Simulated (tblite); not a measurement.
Species: C6H4O2 (triplet state).
Atom-mapped SMILES: `[O:1][c:2]1[cH:3][cH:4][cH:5][c:6]([O:7])[cH:8]1` (hydrogens: H9 on C3; H10 on C4; H11 on C5; H12 on C8)
Bond orders are those of one Lewis drawing.

Computed with GFN2-xTB (tblite), gas phase: L-BFGS steps from a force-field or distance-geometry start until the largest atomic force falls under 0.01 eV/Å.

At the end of the run (lengths in Å): C6–O7 1.237, O1–C2 1.237, C6–C8 1.439, C5–C6 1.453, C2–C8 1.439, C2–C3 1.453, C8–H12 1.081, C3–C4–C5 121.6°, O1–C2–C3 122.2°, C2–C8–C6 122.9°, C3–C2–C8 116.2°.

Problem. These geometries were met on the way; a selection of coordinates is given. Order them by energy above the end point, lowest first.
A. C6–O7 1.240, O1–C2 1.238, C6–C8 1.432, C5–C6 1.454, C2–C8 1.428, C2–C3 1.447, C8–H12 1.071, C3–C4–C5 121.3°, O1–C2–C3 124.9°, C2–C8–C6 125.9°, C3–C2–C8 114.3°
B. C6–O7 1.390, O1–C2 1.387, C6–C8 1.365, C5–C6 1.380, C2–C8 1.377, C2–C3 1.395, C8–H12 1.096, C3–C4–C5 118.2°, O1–C2–C3 122.0°, C2–C8–C6 122.9°, C3–C2–C8 117.8°
C. C6–O7 1.228, O1–C2 1.232, C6–C8 1.439, C5–C6 1.468, C2–C8 1.434, C2–C3 1.460, C8–H12 1.050, C3–C4–C5 122.1°, O1–C2–C3 125.5°, C2–C8–C6 126.1°, C3–C2–C8 113.7°
D. C6–O7 1.239, O1–C2 1.237, C6–C8 1.435, C5–C6 1.454, C2–C8 1.433, C2–C3 1.447, C8–H12 1.081, C3–C4–C5 122.6°, O1–C2–C3 123.6°, C2–C8–C6 123.9°, C3–C2–C8 116.1°
E. C6–O7 1.236, O1–C2 1.237, C6–C8 1.440, C5–C6 1.457, C2–C8 1.439, C2–C3 1.455, C8–H12 1.081, C3–C4–C5 122.7°, O1–C2–C3 123.0°, C2–C8–C6 123.2°, C3–C2–C8 116.2°

Solution. E (0.005 eV), D (0.012 eV), A (0.048 eV), C (0.091 eV), B (1.166 eV).

```
step  E above end (eV)  rms distance from the end, all atoms (Å)  largest force (eV/Å)  rms shift of all bonds from the end (Å)
   6             0.005                                     0.012                 0.136                                    0.002
   4             0.012                                     0.019                 0.200                                    0.004
   2             0.048                                     0.033                 0.468                                    0.006
   1             0.091                                     0.037                 1.226                                    0.013
   0             1.166                                     0.062                 6.430                                    0.074
```

Rows stand in the order of the answer.
